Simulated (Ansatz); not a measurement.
The first iterations of a band of CH$_{7}$NSi$_{2}$ (11 atoms, charge 0, multiplicity 1).

The calculation used RKS PBE-D4/def2-SVP in Ansatz.

```
movable images  : 7
climbing image  : yes
spring          : 5.0 eV/Å²
optimiser       : quadratic models (default)
start path      : through a guess of the saddle point
force threshold : 0.03 eV/Å
iteration limit : 60
end points      : relaxed
```

Image 0:

```xyz
11
Properties=species:S:1:pos:R:3
C -1.091 -0.101 -0.510
Si -0.353 -0.301 1.239
N 1.230 0.088 0.570
Si 0.678 0.321 -1.088
H -1.830 0.718 -0.618
H -1.514 -1.028 -0.945
H -0.471 -1.683 1.836
H -0.869 0.675 2.269
H 2.153 0.164 0.999
H 1.273 -0.630 -2.099
H 0.860 1.719 -1.631
```

Image 8:

```xyz
11
Properties=species:S:1:pos:R:3
C -1.251 -0.219 -0.629
Si -0.278 -0.156 0.939
N 1.352 -0.231 0.065
Si 0.350 0.402 -1.682
H -2.117 0.471 -0.675
H -1.583 -1.234 -0.927
H -0.320 -1.283 1.949
H -0.279 1.158 1.660
H 1.762 -1.167 -0.051
H 2.102 0.395 0.388
H 0.327 1.806 -1.016
```

| iteration | highest image above the first end (eV) | largest band force component (eV/Å) |
| --- | --- | --- |
| 1 | 5.365 | 18.912 |
| 2 | 3.645 | 3.895 |
| 3 | 3.385 | 1.474 |
| 4 | 3.329 | 1.028 |
| 5 | 3.106 | 0.597 |
| 6 | 2.953 | 0.891 |
| 7 | 2.839 | 1.483 |
| 8 | 2.937 | 1.390 |
| 9 | 3.080 | 1.441 |
| 10 | 3.298 | 1.393 |
| 11 | 3.342 | 1.987 |
| 12 | 3.312 | 1.118 |
| 13 | 3.305 | 0.282 |
| 14 | 3.298 | 0.117 |
| 15 | 3.297 | 0.098 |
| 16 | 3.296 | 0.100 |

**Question.** Does the band converge within its limit, and where does its top end?

**Answer.** The forces met the threshold. It ended after 50 iterations with the highest image 2.699 eV above the first end. The profile has 2 maxima (images 5, 7) with wells between them (image 6): this band takes more than one step, which may be the mechanism or a detour left from its start path. A vibrational analysis at the climbing image gives one clearly imaginary mode, 1364i cm⁻¹: a first-order saddle point. The orbitals stay closed-shell, which can raise the energy where a bond breaks towards radicals; this wasn't checked here.

Run time: 8.6 min on 2 threads of Arm Neoverse V2 (shared host), peak memory 0.14 GiB.
